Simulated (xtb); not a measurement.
C₃H₃ (SMILES [C]#CC), doublet, from a rough starting geometry; GFN2-xTB (xtb).

xtb was given this input:
```
$ xtb mol.xyz --gfn 2 --uhf 1 --opt vtight --json

# file mol.xyz
6

C      0.03798774    -0.02383483     0.93628809
C     -0.00125035    -0.02166270     2.19039694
C     -0.07474719     0.00917291    -0.45185181
H      0.03403095     1.00116737    -0.88281818
H      0.88462436    -0.58045823    -0.86284494
H     -0.91438470    -0.47122181    -0.88129131
```

Q: What does xtb print? Leave out banner, timings and long lists.

A: 
```
   ID    Z sym.   atoms
    1    6 C      1-3
    2    1 H      4-6

           -------------------------------------------------
          |                Calculation Setup                |
           -------------------------------------------------

           -------------------------------------------------
          |                 G F N 2 - x T B                 |
           -------------------------------------------------

          ...................................................
          :                      SETUP                      :
          :.................................................:
          :  # basis functions                  15          :
          :  # atomic orbitals                  15          :
          :  # shells                            9          :
          :  # electrons                        15          :
          :  max. iterations                   250          :
          :  Hamiltonian                  GFN2-xTB          :
          :  restarted?                      false          :
          :  GBSA solvation                  false          :
          :  PC potential                    false          :
          :  electronic temp.          300.0000000     K    :
          :  accuracy                    1.0000000          :
          :  -> integral cutoff          0.2500000E+02      :
          :  -> integral neglect         0.1000000E-07      :
          :  -> SCF convergence          0.1000000E-05 Eh   :
          :  -> wf. convergence          0.1000000E-03 e    :
          :  Broyden damping             0.4000000          :
          :  net charge                          0          :
          :  unpaired electrons                  1          :
          ...................................................

 iter      E             dE          RMSdq      gap      omega  full diag
   1     -7.8933943 -0.789339E+01  0.708E+00    5.63       0.0  T
   2     -7.8959365 -0.254220E-02  0.414E+00    5.58       1.0  T
   3     -7.8566433  0.392932E-01  0.243E+00    5.91       1.0  T
   4     -7.8974128 -0.407695E-01  0.321E-01    5.63       1.0  T
   5     -7.8977591 -0.346329E-03  0.124E-01    5.66       1.0  T
   6     -7.8977610 -0.184336E-05  0.657E-02    5.66       1.0  T
   7     -7.8977658 -0.484370E-05  0.204E-02    5.66       2.0  T
   8     -7.8977660 -0.217090E-06  0.711E-03    5.66       5.7  T
   9     -7.8977660 -0.840629E-08  0.163E-03    5.67      25.1  T
  10     -7.8977660 -0.981697E-08  0.450E-04    5.67      90.8  T
  11     -7.8977660 -0.158848E-08  0.464E-05    5.67     880.5  T

   *** convergence criteria satisfied after 11 iterations ***

         :::::::::::::::::::::::::::::::::::::::::::::::::::::
         ::                     SUMMARY                     ::
         :::::::::::::::::::::::::::::::::::::::::::::::::::::
         :: total energy              -7.739324064212 Eh    ::
         :: gradient norm              0.188576270765 Eh/a0 ::
         :: HOMO-LUMO gap              5.665234370725 eV    ::
         ::.................................................::
         :: SCC energy                -7.897765942575 Eh    ::
         :: -> isotropic ES            0.001197740864 Eh    ::
         :: -> anisotropic ES          0.001605494951 Eh    ::
         :: -> anisotropic XC          0.005717697196 Eh    ::
         :: -> dispersion             -0.001907082008 Eh    ::
         :: repulsion energy           0.158441878364 Eh    ::
         :: add. restraining           0.000000000000 Eh    ::
         :: total charge               0.000000000000 e     ::
         :::::::::::::::::::::::::::::::::::::::::::::::::::::

      -----------------------------------------------------------
     |                   =====================                   |
     |                        A N C O P T                        |
     |                   =====================                   |
[...]
 * total energy  :    -7.7393241 Eh     change       -0.5230483E-11 Eh
 * total energy  :    -7.7524374 Eh     change       -0.1311333E-01 Eh
 * total energy  :    -7.7542794 Eh     change       -0.1842006E-02 Eh
 * total energy  :    -7.7544341 Eh     change       -0.1546587E-03 Eh
 * total energy  :    -7.7544872 Eh     change       -0.5313389E-04 Eh
 * total energy  :    -7.7544982 Eh     change       -0.1100696E-04 Eh
 * total energy  :    -7.7545180 Eh     change       -0.1981223E-04 Eh
 * total energy  :    -7.7545412 Eh     change       -0.2323022E-04 Eh
 * total energy  :    -7.7545720 Eh     change       -0.3078045E-04 Eh
 * total energy  :    -7.7545756 Eh     change       -0.3556664E-05 Eh
 * total energy  :    -7.7545759 Eh     change       -0.3095414E-06 Eh
 * total energy  :    -7.7545760 Eh     change       -0.6580712E-07 Eh
   *** GEOMETRY OPTIMIZATION CONVERGED AFTER 12 ITERATIONS ***
         :: total energy              -7.754575952505 Eh    ::
[...]
         :: total charge               0.000000000000 e     ::
         :::::::::::::::::::::::::::::::::::::::::::::::::::::

           -------------------------------------------------
          |                Property Printout                |
           -------------------------------------------------

    * Orbital Energies and Occupations

         #    Occupation            Energy/Eh            Energy/eV
      -------------------------------------------------------------
         1        2.0000           -0.6245499             -16.9949
         2        2.0000           -0.6022750             -16.3887
         3        2.0000           -0.5142239             -13.9927
         4        2.0000           -0.5016147             -13.6496
         5        2.0000           -0.5016114             -13.6495
         6        2.0000           -0.4123849             -11.2216
         7        2.0000           -0.4123843             -11.2215
         8        1.0000           -0.3818753             -10.3914 (HOMO)
         9                         -0.1507164              -4.1012 (LUMO)
        10                         -0.1507158              -4.1012
        11                          0.1414231               3.8483
        12                          0.1722805               4.6880
        13                          0.2240748               6.0974
        14                          0.2240892               6.0978
        15                          1.2340400              33.5799
      -------------------------------------------------------------
                  HL-Gap            0.2311589 Eh            6.2902 eV
             Fermi-level           -0.3315483 Eh           -9.0219 eV

     #   Z          covCN         q      C6AA      α(0)
     1   6 C        1.960    -0.019    31.590     9.076
     2   6 C        0.981    -0.097    38.991    10.488
     3   6 C        3.753    -0.082    22.125     6.707
     4   1 H        0.925     0.066     2.129     2.282
     5   1 H        0.925     0.066     2.129     2.282
     6   1 H        0.925     0.066     2.129     2.282

 Mol. C6AA /au·bohr⁶  :        437.519404
 Mol. C8AA /au·bohr⁸  :      10852.070821
 Mol. α(0) /au        :         33.116675

Wiberg/Mayer (AO) data.
largest (>0.10) Wiberg bond orders for each atom

 ---------------------------------------------------------------------------
     #   Z sym  total        # sym  WBO       # sym  WBO       # sym  WBO
 ---------------------------------------------------------------------------
     1   6 C    3.959 --     2 C    2.945     3 C    1.005
     2   6 C    3.125 --     1 C    2.945
     3   6 C    3.986 --     1 C    1.005     5 H    0.963     4 H    0.963
                             6 H    0.963
     4   1 H    0.996 --     3 C    0.963
     5   1 H    0.996 --     3 C    0.963
     6   1 H    0.996 --     3 C    0.963
 ---------------------------------------------------------------------------

Topologies differ in total number of bonds
Writing topology from bond orders to xtbtopo.mol

molecular dipole:
                 x           y           z       tot (Debye)
 q only:       -0.004       0.002      -0.674
   full:       -0.004       0.002      -0.706       1.795
molecular quadrupole (traceless):
                xx          xy          yy          xz          yz          zz
 q only:        0.799       0.000       0.798      -0.002       0.033      -1.597
  q+dip:       -0.347       0.000      -0.347       0.017       0.026       0.694
   full:        0.374       0.000       0.374       0.005       0.032      -0.748

optimized geometry written to: xtbopt.xyz

           -------------------------------------------------
          | TOTAL ENERGY               -7.754575952505 Eh   |
          | GRADIENT NORM               0.000042580769 Eh/α |
          | HOMO-LUMO GAP               6.290154278162 eV   |
           -------------------------------------------------

normal termination of xtb
```
